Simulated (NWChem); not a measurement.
# C4H3B; SMILES C#CBC#C

```xyz
8

B      0.0000     0.0000    -0.8460
C      1.3232     0.0000    -0.1068
C      2.3991     0.0000     0.4678
H      3.3469     0.0000     0.9769
C     -1.3232     0.0000    -0.1068
C     -2.3991     0.0000     0.4678
H     -3.3469     0.0000     0.9769
H      0.0000     0.0000    -2.0549
```
Atoms are numbered in this order, from 1.

Program: NWChem. Pople sets run with spherical d functions. The geometry was optimised at PBE0/def2-SVP.

### Question
Taking PBE0/6-311G** as the yardstick, which of these has the fewest basis functions while keeping “highest occupied level (eV)” within 0.1 eV of it: PBE0/3-21G; PBE0/STO-3G; PBE0/6-31+G*; PBE0/6-31G*?

### Answer
PBE0/3-21G (a larger set in the list lies outside the tolerance).
```
level          basis functions  highest occupied level (eV)
-------------  ---------------  ---------------------------
PBE0/STO-3G                 28                        -6.29
PBE0/3-21G                  51                        -8.06
PBE0/6-31G*                 76                        -7.88
PBE0/6-31+G*                96                        -8.15
PBE0/6-311G**              108                        -8.12
```

The yardstick is one finite set, not the basis-set limit.
